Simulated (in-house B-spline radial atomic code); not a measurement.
## Ionising I2+ with different functionals

Computed with a radial B-spline atomic code at the basis-set limit: four-component Dirac-Coulomb Hamiltonian, Fermi nucleus of rms radius 4.75 fm, spin-restricted, spherical fractional occupations for the functionals. The ionisation energy is the difference of two self-consistent energies, [Kr] 4d10 5s2 5p3 → [Kr] 4d10 5s2 5p2, without Breit or QED terms; ε is the level of the shell that loses the electron (mean over j). The electron is taken from both j subshells in proportion to 2j + 1, so the result is a j average, not the step between ground levels.

Hybrids are left out here: with spherical fractional occupations of an open shell their exact exchange keeps a self-interaction that integer-occupation calculations don't have.

```json
{"method": "LDA VWN5", "rung": "LDA", "ΔSCF (eV)": "?", "-ε(5p) (eV)": "?"}
{"method": "relativistic LDA", "rung": "LDA", "ΔSCF (eV)": "29.64", "-ε(5p) (eV)": "24.74"}
{"method": "LDA PW92", "rung": "LDA", "ΔSCF (eV)": "29.65", "-ε(5p) (eV)": "24.75"}
{"method": "LDA exchange-only", "rung": "LDA", "ΔSCF (eV)": "28.30", "-ε(5p) (eV)": "23.43"}
{"method": "PBE", "rung": "GGA", "ΔSCF (eV)": "29.36", "-ε(5p) (eV)": "24.51"}
{"method": "PBEsol", "rung": "GGA", "ΔSCF (eV)": "29.42", "-ε(5p) (eV)": "24.55"}
{"method": "BLYP", "rung": "GGA", "ΔSCF (eV)": "29.26", "-ε(5p) (eV)": "24.37"}
{"method": "RPBE", "rung": "GGA", "ΔSCF (eV)": "29.28", "-ε(5p) (eV)": "24.44"}
{"method": "PW91", "rung": "GGA", "ΔSCF (eV)": "29.45", "-ε(5p) (eV)": "24.58"}
{"method": "BP86", "rung": "GGA", "ΔSCF (eV)": "29.53", "-ε(5p) (eV)": "24.65"}
{"method": "AM05", "rung": "GGA", "ΔSCF (eV)": "?", "-ε(5p) (eV)": "?"}
{"method": "OLYP", "rung": "GGA", "ΔSCF (eV)": "29.22", "-ε(5p) (eV)": "24.38"}
```

Question: What does LDA VWN5 give?

Answer: ΔSCF 29.65 eV, and -ε(5p) = 24.75 eV.

Question: What does AM05 give?

Answer: ΔSCF 29.38 eV, and -ε(5p) = 24.52 eV.

Question: How do they compare with the NIST value?

Answer: NIST lists 29.57 eV ± 0.025 (measured, ground level to ground level). Errors run from -1.27 to +0.08 eV; BP86 is closest (-0.04 eV), though others lie within the uncertainty of it, and part of that can be cancellation, since the calculations leave out Breit-QED terms, spin polarisation, the choice among j levels, multiplet and fine-structure energies.
